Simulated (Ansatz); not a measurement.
Mulliken charges of AlBrH₃NOSi, SMILES `N[Si]1(Br)[O][AlH]1` from PBE/def2-TZVPP in Ansatz (PBE0-D4/def2-TZVP geometry).

| atom | x (Å) | y (Å) | z (Å) | charge (e) |
| --- | --- | --- | --- | --- |
| N1 | -0.478 | 0.730 | 1.392 | -0.350 |
| Si2 | 0.376 | -0.084 | 0.181 | 0.501 |
| Br3 | 2.121 | -0.944 | 1.277 | -0.220 |
| O4 | -0.499 | -1.176 | -0.711 | -0.326 |
| Al5 | 0.119 | -0.263 | -2.076 | 0.153 |
| H6 | -1.327 | 1.237 | 1.209 | 0.155 |
| H7 | -0.079 | 0.919 | 2.295 | 0.160 |
| H8 | -0.141 | -0.477 | -3.622 | -0.072 |

Problem. By hand: the dipole of these point charges (1 e Å = 4.8032 D).

Solution. Σ q r = (-0.138, 0.626, 0.052) e Å, of length 0.643 e Å = 3.09 D.

Problem. How does the dipole of the full density compare? (Estimate.)

Solution. Computed: (-0.237, 0.454, -0.132) e Å, 2.54 D; the point charges give 1.22 times that, at 24° from its direction.

Point charges leave out the atoms' own dipoles, such as those of lone pairs, and Mulliken's split depends on the basis, so the two needn't agree.
